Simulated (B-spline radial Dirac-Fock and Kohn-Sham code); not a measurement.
Mn⁴⁺ 2p1/2: cross section and angular parameters

System: Mn⁴⁺, 1s2 2s2 2p6 3s2 3p6 3d3; threshold 727.4 eV (orbital energy of the model). Model: Dirac-Hartree-Slater photoionisation with a Latter tail; cross sections with all multipoles, angular parameters from the dipole term and its interference with E2. Program: a radial B-spline solver.

For linearly polarised light dσ/dΩ = σ/(4π) [1 + β P₂(cos θ) + (δ + γ cos²θ) sin θ cos φ], with θ from the polarisation vector and φ the angle between the beam and the projection of the electron momentum on the plane normal to the polarisation.

| hν (eV) | σ (kb) | β | γ | δ |
| --- | --- | --- | --- | --- |
| 800 | 325 | 1.163 | -0.100 | 0.008 |
| 1090 | 150 | 1.436 | 0.099 | 0.019 |
| 1550 | 57.5 | 1.447 | 0.346 | 0.029 |
| 1590 | 53.6 | 1.443 | 0.364 | 0.029 |
| 2980 | ? | ? | ? | ? |
| 3170 | 6.97 | 1.238 | 0.818 | 0.065 |
| 4010 | 3.34 | 1.137 | 0.955 | 0.085 |
| 5414.7 | 1.27 | 0.998 | 1.115 | 0.120 |
| 8170 | 0.321 | 0.804 | 1.311 | 0.184 |
| 9251.7 | 0.210 | 0.747 | 1.366 | 0.207 |
| 9730 | 0.176 | 0.724 | 1.388 | 0.217 |
| 12000 | 0.0849 | 0.632 | 1.474 | 0.263 |
| 15000 | 0.0385 | 0.541 | 1.564 | 0.318 |

Question: Give the values at 2980 eV.

Answer: σ = 8.43 kb, β = 1.262, γ = 0.780, δ = 0.060.

Values without a named source are computed, but for edge energies of neutral atoms, which are taken from tables.
